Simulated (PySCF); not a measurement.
## Electronic absorption of (ClZn-mu-Cl)2

Species: (ClZn-mu-Cl)2 (singlet state).
Bonds: Zn1–Cl2, Zn1–Cl3, Zn1–Cl6, Cl3–Zn4, Zn4–Cl5, Zn4–Cl6.

Level of theory: PySCF, TDDFT B3LYP/def2-SVPD, vertical, gas phase, core orbitals frozen in the response. Geometry: PBE0-D3(BJ)/def2-SVP; no solvent, vibrations or thermal averaging.

```csv
state,E (eV),λ (nm),f,"main configurations (H = HOMO, L = LUMO)"
S1,5.40,229.8,0.0000,"H→L (90%), H-1→L+1 (10%)"
S2,5.51,224.8,0.050,"H-1→L (88%), H→L+1 (11%)"
S3,5.54,223.7,0.019,"H-2→L (90%), H-3→L+1 (10%)"
S4,5.59,221.7,0.0000,"H-3→L (86%), H-2→L+1 (13%)"
S5,6.21,199.7,0.0007,"H→L+1 (86%), H-1→L (12%)"
S6,6.25,198.5,0.0000,"H-1→L+1 (89%), H→L (10%)"
S7,6.34,195.5,0.0000,"H-2→L+1 (86%), H-3→L (13%)"
S8,6.40,193.8,0.012,"H-3→L+1 (90%), H-2→L (10%)"
S9,6.64,186.8,0.0000,H-5→L (97%)
S10,6.66,186.1,0.0000,"H→L+2 (72%), H-1→L+3 (28%)"
S11,6.68,185.7,0.180,"H-4→L (72%), H-3→L+2 (15%), H-2→L+3 (12%)"
S12,6.69,185.5,0.0000,"H-1→L+2 (60%), H→L+3 (38%)"
S13,6.87,180.6,0.0000,"H-2→L+2 (57%), H-3→L+3 (18%), H-7→L (14%)"
S14,6.96,178.1,0.091,H-6→L (91%)
S15,7.12,174.1,0.249,"H-3→L+2 (57%), H-4→L (21%), H-2→L+3 (9%)"
```

Triplets, Tamm–Dancoff:

```csv
state,E (eV),λ (nm),"main configurations (H = HOMO, L = LUMO)"
T1,5.17,239.9,"H→L (82%), H-1→L+1 (17%)"
T2,5.20,238.2,"H-1→L (78%), H→L+1 (21%)"
T3,5.29,234.5,"H-2→L (80%), H-3→L+1 (18%)"
T4,5.32,233.1,"H-3→L (77%), H-2→L+1 (22%)"
```

The lowest singlet comes at 230 nm (521 kJ/mol) in the ultraviolet; it is dark (f under 0.0005); its leading configuration is HOMO→LUMO (90%). The strongest level in the table is S15 at 7.12 eV (174 nm, f = 0.249). It is the last of those listed, so stronger ones may follow. S11/S12 lie within about 0.01 eV of each other. For S1 the Löwdin share of zinc is at most 8% in HOMO and 44% in LUMO; for S15 the Löwdin share of zinc is at most 6% in HOMO-3 and 52% in LUMO+2. The listed states span 1.72 eV, and the widest gap between neighbours is 0.62 eV (S4 to S5). Weighted by f, the mean energy of these states is 6.77 eV. Orbital energies (eV): HOMO-3 -8.92, HOMO-2 -8.87, HOMO-1 -8.81, HOMO -8.74, LUMO -2.41, LUMO+1 -1.77, LUMO+2 -1.10. The window holds the lowest 15 singlets.

The run took 45 s of wall time (with the writing of density and orbital grids) on one thread of an Arm Neoverse V1 (shared host), and the process peaked at 0.82 GiB of memory.
